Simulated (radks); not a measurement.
The molybdenum ion Mo11+, configuration [Ar] 3d10 4s2 4p1 (the NIST ground configuration). Calculated with a radial shooting solver on a logarithmic mesh with Libxc functionals: scalar-relativistic Kohn-Sham, PBE, spin-unpolarised, spherical densities, point nucleus.

Normalised radial functions P(r) = r R(r), r in bohr:

r              3p       4s       4p
0.001535   0.0027   0.0582   0.0013
0.001983   0.0043   0.0728   0.0020
0.002541   0.0068   0.0899   0.0031
0.003283   0.0107   0.1109   0.0050
0.004207   0.0168   0.1347   0.0078
0.005434   0.0265   0.1624   0.0123
0.006963   0.0412   0.1913   0.0191
0.008995   0.0644   0.2212   0.0299
0.01153    0.0984   0.2467   0.0457
0.01489    0.1503   0.2634   0.0698
0.01908    0.2225   0.2622   0.1033
0.02465    0.3252   0.2324   0.1508
0.03158    0.4545   0.1653   0.2104
0.04047    0.6083   0.0542   0.2809
0.05228    0.7732  -0.1025   0.3554
0.067      0.8979  -0.2707   0.4091
0.08654    0.9217  -0.4083   0.4122
0.1109     0.7634  -0.4345   0.3261
0.1433     0.3523  -0.2834   0.1188
0.1836    -0.2661   0.0389  -0.1786
0.2371    -0.9834   0.4383  -0.4916
0.3039    -1.5148   0.6739  -0.6476
0.3925    -1.6692   0.5404  -0.5041
0.503     -1.4019   0.0142  -0.0443
0.6498    -0.8871  -0.6912   0.5884
0.8327    -0.4213  -1.1445   1.0515
1.067     -0.1403  -1.1247   1.1214
1.378     -0.0282  -0.7172   0.7955
1.766     -0.0034  -0.2997   0.3789
2.282     -0.0002  -0.0711   0.1065
2.924     0.0000  -0.0093   0.0170

3p: eigenvalue -589.40 eV, 1 radial node at r = 0.166 bohr, <r> = 0.427 bohr, 90 % of the charge inside 0.644 bohr. 4s: eigenvalue -247.97 eV, 3 radial nodes at r = 0.0445, 0.179, 0.506 bohr, <r> = 0.989 bohr, 90 % of the charge inside 1.41 bohr. 4p: eigenvalue -217.45 eV, 2 radial nodes at r = 0.159, 0.513 bohr, <r> = 1.04 bohr, 90 % of the charge inside 1.50 bohr.
